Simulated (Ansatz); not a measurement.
Ansatz (a quantum-chemistry and plane-wave program) input:

Ansatz 0.2 input:
```yaml
crystal:
  periodic: [false, false, false]
  atoms:
    - {symbol: Ge, position_ang: [0.01087994, -0.03111668, -0.00261260]}
    - {symbol: H, position_ang: [-0.64140287, -0.88401582, -1.07241409]}
    - {symbol: H, position_ang: [0.57580844, -0.81715894, 1.09228439]}
    - {symbol: H, position_ang: [-1.03670061, 0.84904615, 0.58529759]}
    - {symbol: H, position_ang: [1.06591314, 0.81824501, -0.59578204]}
basis:
  gaussian:
    orbitals: def2-TZVP
hamiltonian:
  xc: b3lyp
  dispersion: d3bj
total_charge: -1
magnetization: {spin_polarized: true, initial_magnetization: 1}
relax: {f_tol: 0.002, max_steps: 150}
```

Q: Predict the final energy.

A: -2079.39588 Eh (B3LYP-D3(BJ)/def2-TZVP). The basis has 72 functions.
